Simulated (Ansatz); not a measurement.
The same ligand exchange along the group F, Cl, Br, I.

Program: Ansatz. Geometries: PBE0-D4/def2-TZVP. ΔE: electronic, gas phase. CCSD(T)/CBS adds triple-zeta CCSD(T) − MP2 to the extrapolated MP2 energy (def2 sets, frozen cores). This one scheme is used for every species. def2 core potentials past Kr. For Br, I outer-core shells are correlated without core-valence functions, which leaves a few kJ/mol of doubt a bond. Scalar relativity is left out up to krypton. One conformer a species, not always the lowest.

```tsv
reaction	CCSD(T)/CBS(def2) (eV)
`BF` + `C[O][AlH][NH2]` → `B[NH][AlH][O]C` + H–F	0.15
`BCl` + `C[O][AlH][NH2]` → `B[NH][AlH][O]C` + HCl	?
`BBr` + `C[O][AlH][NH2]` → `B[NH][AlH][O]C` + HBr	-0.37
`BI` + `C[O][AlH][NH2]` → `B[NH][AlH][O]C` + HI	-0.51
```

(1) Fill in the missing values. (Best estimate.)

Largest T1 diagnostic: 0.013, for `BF`.

Results:

(1) The calculation gave: `BCl` + `C[O][AlH][NH2]` → `B[NH][AlH][O]C` + HCl: -0.31 eV.
